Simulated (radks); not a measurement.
Spherical quantum dot in the effective-mass picture: electrons in a parabolic well V = omega^2 r^2 / 2 with omega = 2.13, with a point charge +1 (a donor) at the centre, all in effective atomic units (hartree* = m*/eps^2 hartree, bohr* = eps/m* bohr), one dielectric constant everywhere. Method: non-relativistic Kohn-Sham, PBEsol, spin-polarised, spherical densities; computed with a radial shooting solver with Libxc functionals. Levels are named by radial order and angular momentum (1s, 1p, 1d, 2s, ...), and open shells are averaged over m. Results are scaled to m* = 0.06 and eps = 11, for which hartree* = 13.49 meV and bohr* = 9.702 nm.

N = 19, configuration 1s2 1p6 1d(up 5, down 4) 2s2. This is the lowest configuration that the search found. Occupied and some empty levels:

| level | occupation | eigenvalue (meV) | <r> (nm) |
|---|---|---|---|
| 1s up | 1 | 208.72 | 8.869 |
| 1s down | 1 | 208.93 | 8.839 |
| 1p up | 3 | 228.77 | 12.40 |
| 1p down | 3 | 229.09 | 12.39 |
| 2s up | 1 | 245.46 | 12.63 |
| 2s down | 1 | 245.69 | 12.65 |
| 1d up | 5 | 247.58 | 14.49 |
| 1d down | 4 | 247.92 | 14.49 |
| 1f up | 0 | 267.41 | 16.11 |
| 1f down | 0 | 267.74 | 16.11 |
| 2p up | 0 | 270.33 | 14.45 |
| 2p down | 0 | 270.56 | 14.46 |
| 1g up | 0 | 288.35 | 17.48 |
| 1g down | 0 | 288.67 | 17.49 |

Energy (meV): total 2948.83, kinetic 566.21, external 941.15, Hartree 1617.4, exchange-correlation -175.90.
